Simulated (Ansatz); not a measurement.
System: sum formula SnOBr, charge 0, multiplicity 2. It need not be the lowest isomer of its formula. 
Structure (B3LYP-D3(BJ)/def2-TZVP (Ansatz, an electronic-structure program) minimum search):
```
Sn
O 1 1.9851
Br 1 2.5463 2 94.82
```
Charge 0, spin multiplicity 2.

Basis-set convergence of Hartree-Fock and CCSD correlation energies (hartree) with Ansatz. Cores are frozen in the correlated levels unless marked. Open shells are spin-unrestricted. No spin-orbit coupling. Frozen are the shells of the preceding noble gas and the d and f shells that filled before the atom's block. In def2 rows, elements after Kr have scalar-relativistic effective core potentials.

```json
[
 {"basis": "def2-SVP", "functions": "72", "E(HF)": "-2860.27506", "E(corr, CCSD)": "-0.35172"},
 {"basis": "def2-TZVPP", "functions": "129", "E(HF)": "(withheld)", "E(corr, CCSD)": "(withheld)"}
]
```

Task: What belongs in the gaps?

Result: 
- def2-TZVPP, E(HF): -2860.70149
- def2-TZVPP, E(corr, CCSD): -0.45481
